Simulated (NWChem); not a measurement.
Molecule: SiHF3; SMILES F[SiH](F)F

```xyz
5

Si     0.0000     0.0000     0.3275
F      1.4431    -0.3847    -0.2431
F     -1.0547    -1.0574    -0.2431
F     -0.3884     1.4421    -0.2431
H      0.0000     0.0000     1.7936
```
Atoms are numbered in this order, from 1.

Structure relaxed at the PBE0/def2-SVP level.

Problem. List the 4 lowest vertical singlet excitations from PBE/aug-cc-pVDZ, TDA (NWChem).

Solution. 
```tsv
state	energy (eV)	oscillator strength	leading excitation (squared amplitude)
S1	9.41	0.101	HOMO → LUMO (0.92)
S2	9.47	0.055	HOMO → LUMO+1 (0.92)
S3	9.47	0.055	HOMO → LUMO+2 (0.92)
S4	9.67	0.000	HOMO−1 → LUMO (0.99)
```
